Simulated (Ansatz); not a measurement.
Reaction (silylene formation by 1,1-elimination): `N[SiH]([SiH3])S` → `N[Si]S` + SiH₄

Program: Ansatz. Geometries: PBE0-D4/def2-TZVP. ΔE: electronic, gas phase. CBS: MP2 limit from def2 TZ/QZ plus the TZ coupled-cluster correction, frozen cores. This one scheme is used for every species. Functionals use def2-TZVPP. HSE06 is defined as in plane-wave codes. One conformer a species, not always the lowest.

```csv
species,HSE06-D4 energy (Eh)
`N[SiH]([SiH3])S`,-1035.78464
`N[Si]S`,-743.98723
SiH₄,-291.75035
```

Q: Work out ΔE.

A: ΔE = (-743.98723) + (-291.75035) − (-1035.78464) = 0.04706 Eh = +29.5 kcal/mol. CCSD(T)/CBS gives +26.4 kcal/mol.

Largest T1 diagnostic among the species: 0.014.

From r2SCAN to r2SCAN0 (25 % exact exchange), in def2-TZVPP and without D4, ΔE moves by +1.3 kcal/mol. Leaving LDA and LC-ωPBE aside and taking each functional with its dispersion term where it has one, the values, not all of them listed here, spread over 9.0 kcal/mol, from BLYP-D4 to r2SCAN0-D4. LDA lies +6.4 kcal/mol from PBE without D4.
